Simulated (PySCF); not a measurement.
## Polarisability and C₆ of Nb²⁺ (niobium, charge +2)

[Kr] 4d2 5s1, high-spin 4F determinant (an excited configuration). Calculation: PySCF 2.14, in ANO-RCC-VDZP (6s5p3d1f, 43 functions); scalar relativity by spin-free X2C-1e. Coupled (time-dependent) response in atomic units; α is the mean over directions. The basis has no added diffuse functions, which lowers α and C₆. A double-zeta set is small for polarisabilities.

```
method  mean α (bohr³)  C₆ (like pair)  S(−4)
 HSE06           32.57           199.6  737.4
```

S(−4) is the Cauchy moment in α(ω) = α(0) + S(−4) ω² + …

Spin-orbit coupling is absent.

α(iu) at HSE06:

| u (hartree) | α(iu) (bohr³) |
| --- | --- |
| 0 | 32.57 |
| 0.0500 | 30.84 |
| 0.100 | 26.74 |
| 0.200 | 18.18 |
| 0.300 | 12.68 |
| 0.500 | 7.546 |
| 0.750 | 5.012 |
| 1.00 | 3.750 |
| 1.50 | 2.394 |
| 2.00 | 1.653 |
| 3.00 | 0.9000 |
| 5.00 | 0.3753 |

A single London oscillator, α(iu) = α/(1 + u²/ω²), gives C₆ = (3/4) ω α². Matching the computed C₆ needs ω = 4 × 199.6 / (3 × 32.57²) = 0.251 hartree.

For an ion, C₆ is the dispersion term alone; charge-induced terms of lower order in 1/R come first.
